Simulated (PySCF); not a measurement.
A calculated (TPSS, PySCF 2.14, x2c-QZVPPall with one added diffuse shell each of s, p, d, f, g type, the spin-free X2C one-electron Hamiltonian (Gaussian nucleus)) atom or ion has these occupied shells.

| shell | electrons | orbital energy (eV) | rms radius, mean of both spins (bohr) |
| --- | --- | --- | --- |
| 1s | 2 | -26525.6 | 0.0348 |
| 2s | 2 | -3955.1 | 0.143 |
| 2p | 6 | -3550.6 | 0.127 |
| 3s | 2 | -754.40 | 0.383 |
| 3p | 6 | -621.04 | 0.384 |
| 3d | 10 | -412.01 | 0.365 |
| 4s | 2 | -125.37 | 0.938 |
| 4p | 6 | -86.302 | 1.03 |
| 4d | 10 | -30.360 | 1.37 |

Problem. Name the element and its charge.

Solution. Cd²⁺ (cadmium, charge +2), in [Kr] 4d10, closed-shell 1S.
